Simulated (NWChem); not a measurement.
# C$_{3}$H$_{5}$FSi; SMILES C#C[SiH2]CF

```xyz
10

C      0.9265    -2.4905    -0.0459
C      0.1872    -1.5266     0.0251
Si    -0.9112    -0.0627     0.1234
C     -0.0120     1.4805    -0.5241
F      1.0596     1.7877     0.2851
H      1.5800    -3.3432    -0.1062
H     -1.3190     0.1516     1.5407
H     -2.1199    -0.2897    -0.7254
H      0.3454     1.3165    -1.5565
H     -0.7072     2.3398    -0.5503
```
Atoms are numbered in this order, from 1.

Computed with NWChem. All runs use the structure optimised with PBE0/def2-SVP. Level: PBE0/def2-SVP with SMD (1 M gas to 1 M solution), gas-phase geometry. Reactions with the solvent are ignored.

For solvent water:

```
Quantity                                     Value
-------------------------------------------  -----
solvation free energy (kcal/mol)               0.5
cavity-dispersion-structure term (kcal/mol)    6.1
dipole in solution (D)                        1.78
```

Q: What are these values for solvent toluene?

A: 
| Property | Value |
|---|---|
| solvation free energy (kcal/mol) | -2.0 |
| cavity-dispersion-structure term (kcal/mol) | 1.1 |
| dipole in solution (D) | 1.59 |
